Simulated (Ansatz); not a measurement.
Cartesian coordinates (Å):
```xyz
6

F      1.6021     0.7805     0.0411
C      0.6404    -0.1668    -0.0233
C     -0.6404     0.1668     0.1192
F     -1.6021    -0.7805     0.0548
H      1.0117    -1.1773    -0.1954
H     -1.0117     1.1773     0.2913
```
Charge 0, multiplicity 1.

Computed with frozen-core CCSD(T)/cc-pVQZ // PBE-D3(BJ)/def2-TZVP run with Ansatz (a quantum-chemistry and plane-wave program). The restricted HF reference is unstable towards unrestricted orbitals.

| Item | Result |
|---|---|
| HF energy | -275.85189 Ha |
| MP2 correlation energy | -0.88349 Ha |

### Question
Estimate the CCSD correlation energy, the (T) correction, the total energy and the T1 diagnostic.

### Answer

```json
{
  "CCSD correlation energy": "-0.89129 Ha",
  "(T) correction": "-0.03446 Ha",
  "CCSD(T) total energy": "-276.77765 Ha",
  "T1 diagnostic": "0.012"
}
```
